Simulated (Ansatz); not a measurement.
Total energies of Cl2H2Se2Zr (`[Cl][Zr]([Cl])([SeH])[SeH]`).

| atom | x (Å) | y (Å) | z (Å) |
| --- | --- | --- | --- |
| Cl1 | 0.254 | -2.312 | 1.472 |
| Zr2 | -0.347 | -0.594 | 0.035 |
| Cl3 | -2.208 | -1.041 | -1.277 |
| Se4 | 1.509 | -0.035 | -1.627 |
| Se5 | -0.701 | 1.434 | 1.545 |
| H6 | 2.329 | 0.325 | -0.454 |
| H7 | -0.835 | 2.224 | 0.306 |

Charge 0, multiplicity 1. Correlated methods include outer-core shells of Se, Zr, which these sets cover unevenly. Scalar relativity is left out up to krypton. Zr: def2 effective core potential. Geometry: relaxed with PBE0-D4/def2-TZVP. It is one conformer, not always the lowest. Basis def2-TZVPP, Ansatz 0.2.0.

RPA on PBE orbitals: Hartree–Fock energy of these orbitals -5766.58858 Eh, correlation -1.96778 Eh (frozen core).

| functional | energy without D4 (Eh) | D4 term (kJ/mol) |
| --- | --- | --- |
| LDA (SPW92) | -5762.13325 | – |
| revPBE | -5771.53050 | -57.0 |
| BLYP | -5772.09433 | -58.1 |
| r2SCAN | -5772.00856 | -6.9 |
| B97M-V | -5770.96135 | – |
| PBE0 | -5771.17587 | -25.9 |
| B3LYP | -5772.17475 | -47.7 |
| r2SCANh | -5771.98192 | -7.8 |
| BHLYP | -5771.93609 | -48.9 |
| CAM-B3LYP | -5772.28566 | -28.0 |

Question: Give the same for PBE, r2SCAN0, HSE06 (plane-wave form), LC-ωPBE, ωB97X-V, ωB97M-V, B2PLYP, PBE-QIDH. (Estimate.)

Answer: The calculation gave: 
| functional | energy without D4 (Eh) | D4 term (kJ/mol) |
| --- | --- | --- |
| PBE | -5770.97601 | -29.1 |
| r2SCAN0 | -5771.94414 | -8.8 |
| HSE06 (plane-wave form) | -5771.16577 | -25.1 |
| LC-ωPBE | -5771.15008 | – |
| ωB97X-V | -5771.44306 | – |
| ωB97M-V | -5771.65477 | – |
| B2PLYP | -5770.96036 | – |
| PBE-QIDH | -5770.32150 | – |

B3LYP takes the VWN-RPA correlation (the form of Gaussian; ORCA's B3LYP/G). HSE06 is the plane-wave form, built on full-range PBE exchange. The double hybrids freeze the cores in their second-order part.

LC-ωPBE has ω = 0.4 bohr⁻¹.
